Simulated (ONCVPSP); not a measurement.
**PW91 ONCV dataset for fluorine, non-relativistic all-electron reference.**

The input file (ONCVPSP 4.0.1):

```
# ATOM AND REFERENCE CONFIGURATION
# atsym  z   nc   nv     iexc    psfile
  F 9.00    1    2  -109134      upf
#
#   n    l    f
    1    0    2.00
    2    0    2.00
    2    1    5.00
#
# PSEUDOPOTENTIAL AND OPTIMIZATION
# lmax
    1
#
#   l,   rc,      ep,       ncon, nbas, qcut
    0    0.70    0.00    3    6    8.40
    1    1.65    0.00    3    7   10.60
#
# LOCAL POTENTIAL
# lloc, lpopt,  rc(5),   dvloc0
    4    5    0.60    4.00
#
# VANDERBILT-KLEINMAN-BYLANDER PROJECTORs
# l, nproj, debl
    0    2    2.30
    1    2    0.90
#
# MODEL CORE CHARGE
# icmod, fcfact, rcfact
    1    0.75    0.00
#
# LOG DERIVATIVE ANALYSIS
# epsh1, epsh2, depsh
   -3.00    5.00    0.02
#
# OUTPUT GRID
# rlmax, drl
    6.00    0.01
#
# TEST CONFIGURATIONS
# ncnf
    4
# nvcnf
#   n    l    f
    2
    2    0    2.00
    2    1    4.00
#
    2
    2    0    2.00
    2    1    3.00
#
    2
    2    0    2.00
    2    1    2.00
#
    2
    2    0    1.00
    2    1    6.00
#
```

Command:

```bash
oncvpspnr.x < F.dat > F.out
```

The program printed (shortened: citation, most of the input echo, consistency checks and plot data are left out):

```
ONCVPSP  (Optimized Norm-Conservinng Vanderbilt PSeudopotential)
scalar-relativistic version 4.0.1

#   n    l    f        energy (Ha)
    1    0    2.00    -2.4368203E+01
    2    0    2.00    -1.0975504E+00
    2    1    5.00    -4.1204930E-01

Reference configufation results
  iterations    23
  all-electron total energy (Ha)   -9.97165903D+01

Begin loop to  construct optimized pseudo wave functions
and semi-local pseudopoentials for all angular momenta

   Wellstate for l =  0  n =  3
     eigenvalue =   1.2024
     asymptotic potential =   1.7024
     half-point radius =  2.1780

Calculating optimized projector #   1

 for l=   0

    Fraction of norm inside rc  0.269662
    Optimizing pswf for qcut=   8.37 a_B^-1,  ecut=  35.05 Ha
    Residual kinetic energy error=  7.12D-03 Ha

    Energy error per electron        Cutoff
         Ha          eV             Ha
         0.01000     0.27211       32.25
         0.00100     0.02721      142.39
         0.00010     0.00272      214.38

Calculating optimized projector #   2

 for l=   0

    Fraction of norm inside rc  0.068845
    Optimizing pswf for qcut=   8.37 a_B^-1,  ecut=  35.05 Ha
    Residual kinetic energy error=  2.91D-03 Ha

    Energy error per electron        Cutoff
         Ha          eV             Ha
         0.01000     0.27211       25.91
         0.00100     0.02721       44.88
         0.00010     0.00272      242.51
         0.00001     0.00027      403.99

   Wellstate for l =  1  n =  3
     eigenvalue =   0.4880
     asymptotic potential =   0.9880
     half-point radius =  3.9052

Calculating optimized projector #   1

 for l=   1

    Fraction of norm inside rc  0.835571
    Optimizing pswf for qcut=  10.59 a_B^-1,  ecut=  56.06 Ha
    Residual kinetic energy error=  2.76D-09 Ha

    Energy error per electron        Cutoff
         Ha          eV             Ha
         0.01000     0.27211       24.96
         0.00100     0.02721       32.02
         0.00010     0.00272       37.94
         0.00001     0.00027       42.95

Calculating optimized projector #   2

 for l=   1

    Fraction of norm inside rc  0.108268
    Optimizing pswf for qcut=  10.59 a_B^-1,  ecut=  56.06 Ha
    Residual kinetic energy error=  1.80D-09 Ha

    Energy error per electron        Cutoff
         Ha          eV             Ha
         0.01000     0.27211       21.81
         0.00100     0.02721       29.90
         0.00010     0.00272       36.75
         0.00001     0.00027       42.34

Construct Vanderbilt / Kleinmman-Bylander projectors

B matrix Hermiticity error, ll=   0
   1   2   -4.5011E-08

  Orthonormal projector coefficients  2.4642E+01  6.9751E+00

B matrix Hermiticity error, ll=   1
   1   2   -1.2923E-09

  Orthonormal projector coefficients -2.4841E+00 -1.2322E+00

Model core correction analysis
  based on d2Exc/dn_idn_j

d2excae - all-electron derivatives

   -5.319748D-02   -4.462091D-02
   -4.478977D-02   -4.209876D-02

d2excps - pseudofunction derivatives with no core correction

   -5.172357D-02   -4.660302D-02
   -4.677141D-02   -4.281928D-02

rms 2nd derivative error    1.623824E-03

Polynomial model core charge

d2excps - pseudofunction derivatives with core correction

   -5.014423D-02   -4.592696D-02
   -4.609498D-02   -4.242629D-02

rms 2nd derivative error    1.791572E-03

Pseudoatom total energy  -23.749627

Diagnostic tests using Vanderbilt-Kleinman-Bylander pseudopotentials
  1 or more projectors used as specified by nproj input data

   l    rcore       rmatch      e in        delta e   norm test  slope test

   0   0.7004018   0.7216675  -1.0975504   0.0001243   1.0000245   0.9991854
   0   0.7004018   0.7216675   1.2024496   0.0005897   0.9999689   0.9999689

   1   1.6575111   1.7078368  -0.4120493  -0.0000006   0.9999990   0.9999981
   1   1.6575111   1.7078368   0.4879507  -0.0000006   1.0000012   1.0000012

 Testing for bound ghosts
   n   l    E NL Schr. Eq   E Basis Diag.   E Cutoff

   1   0       -1.097426       -0.981685    254.07

   2   1       -0.412050       -0.411205     80.98

 Testing for highly-localized positive-energy ghosts
       l    <radius>/rc     E Basis Diag.   E Cutoff

Test configuration 0

   n   l     f        eae           eps        diff
   1   0  2.0000  -24.36820322
   2   0  2.0000   -1.09755043   -1.09742614    1.24D-04
   2   1  5.0000   -0.41204930   -0.41204992   -6.28D-07

    Total energies and differences
      AE_ref= -9.97165903D+01  AE_tst= -9.97165903D+01  dif=  0.00D+00
      PS_ref= -2.37496275D+01  PS_tst= -2.37496275D+01  dif=  1.07D-14
      PSP excitation error= -1.07D-14

Test configuration 1

   n   l     f        eae           eps        diff
   1   0  2.0000  -25.13202694
   2   0  2.0000   -1.74058094   -1.74024070    3.40D-04
   2   1  4.0000   -1.04490695   -1.03966109    5.25D-03

    Total energies and differences
      AE_ref= -9.97165903D+01  AE_tst= -9.89998074D+01  dif=  7.17D-01
      PS_ref= -2.37496275D+01  PS_tst= -2.30347949D+01  dif=  7.15D-01
      PSP excitation error=  1.95D-03

Test configuration 2

   n   l     f        eae           eps        diff
   1   0  2.0000  -26.09340158
   2   0  2.0000   -2.49787461   -2.49226038    5.61D-03
   2   1  3.0000   -1.80612843   -1.78438390    2.17D-02

    Total energies and differences
      AE_ref= -9.97165903D+01  AE_tst= -9.75841843D+01  dif=  2.13D+00
      PS_ref= -2.37496275D+01  PS_tst= -2.16314599D+01  dif=  2.12D+00
      PSP excitation error=  1.42D-02

Test configuration 3

   n   l     f        eae           eps        diff
   1   0  2.0000  -27.23716129
   2   0  2.0000   -3.35103690   -3.33103880    2.00D-02
   2   1  2.0000   -2.67979045   -2.62381172    5.60D-02

    Total energies and differences
      AE_ref= -9.97165903D+01  AE_tst= -9.53501134D+01  dif=  4.37D+00
      PS_ref= -2.37496275D+01  PS_tst= -1.94345039D+01  dif=  4.32D+00
      PSP excitation error=  5.14D-02

Test configuration 4

   n   l     f        eae           eps        diff
   1   0  2.0000  -24.38985119
   2   0  1.0000   -1.11481067   -1.11636858   -1.56D-03
   2   1  6.0000   -0.42740911   -0.42987127   -2.46D-03

    Total energies and differences
      AE_ref= -9.97165903D+01  AE_tst= -9.90301386D+01  dif=  6.86D-01
      PS_ref= -2.37496275D+01  PS_tst= -2.30636768D+01  dif=  6.86D-01
      PSP excitation error=  5.01D-04
```

oncvpspnr.x prints “scalar-relativistic version” in its banner although the run is non-relativistic.

The run took about 2.7 s on one core of a shared server CPU.
